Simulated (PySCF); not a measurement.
How methods differ on the ionisation energy of Zr⁺

Zr⁺ [Kr] 4d2 5s1 (4F) → Zr²⁺ [Kr] 4d2 (3F), as a difference of total energies. Computed with PySCF 2.14 in def2-TZVP with the def2 core potential (28 electrons), with a scalar-relativistic core potential. Correlated levels: valence: 4s2 4p6 frozen. The calculations carry no spin-orbit coupling.

| method | ionisation energy (eV) |
| --- | --- |
| UHF | 12.303 |
| M06-2X | 13.082 |
| B3LYP | 13.321 |
| MP2 (valence) | 12.491 |
| SCS-MP2 (valence) | 12.366 |

Q: How much does correlation contribute at MP2 (valence)?

A: 12.491 − (12.303) = 0.188 eV, measured against UHF.

The reference lies between the lowest fine-structure levels, while these numbers refer to the centres of the terms.

Errors of the correlated levels include the incompleteness of this basis and the frozen core.

For comparison: 13.13 eV (measured; NIST Atomic Spectra Database, ionization energies).
